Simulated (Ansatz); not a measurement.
Ansatz (a first-principles code) input (SVWN5/def2-TZVPD):

Ansatz 0.2 input:
```yaml
crystal:
  periodic: [false, false, false]
  atoms:
    - {symbol: Si, position_ang: [-1.39887271, -0.16414786, 0.47656893]}
    - {symbol: Ge, position_ang: [0.71829352, 0.06818890, -0.28933928]}
    - {symbol: H, position_ang: [-2.04104576, 0.15862180, 1.79913044]}
    - {symbol: H, position_ang: [-2.52328256, -0.73141747, -0.34729843]}
    - {symbol: H, position_ang: [1.16315373, 0.68882081, 1.13506005]}
basis:
  gaussian:
    orbitals: def2-TZVPD
hamiltonian:
  xc: {name: SVWN5}
total_charge: -1
output: {forces: true}
```

End of the output:

```
integrals: 0.05 GiB planned
801 factors; their error is unknown
mean field: 0.34 GiB planned
mean field evaluation 1: about -64326.4053 eV, gradient 3.1e1 eV
mean field evaluation 2: about -64326.3261 eV, gradient 3.8e1 eV
mean field evaluation 4: about -64327.3390 eV, gradient 1.9e0 eV
mean field evaluation 8: about -64327.3545 eV, gradient 3.2e-2 eV
mean field evaluation 16: about -64327.3458 eV, gradient 2.7e-5 eV
mean field -64327.34581775 eV, -2363.9863561613 hartree, gradient 2.7e-5 eV, S^2 0.000000; 0 other end points of the search recorded, 0 dependent functions left out
the calculation of the forces begins
reference -64327.34585485 eV, -2363.9863575248 hartree; 25, 25 occupied and 99, 99 virtual orbitals, 801 factors
Total energy: -64327.34585485 eV, -2363.9863575248 hartree
Atom 0 at    -1.398873    -0.164148     0.476569 Å, force     0.558795     0.082354    -0.143838 eV/Å
Atom 1 at     0.718294     0.068189    -0.289339 Å, force    -0.267721    -0.028837     0.098354 eV/Å
Atom 2 at    -2.041046     0.158622     1.799130 Å, force    -0.085004     0.046614     0.185850 eV/Å
Atom 3 at    -2.523283    -0.731417    -0.347298 Å, force    -0.130437    -0.072528    -0.114209 eV/Å
Atom 4 at     1.163154     0.688821     1.135060 Å, force    -0.075633    -0.027603    -0.026157 eV/Å
Dipole moment:     0.214414     0.009076    -0.117640 e Å
```

It need not be the lowest isomer of its formula. Whether it binds its extra electron was not tested at this geometry.
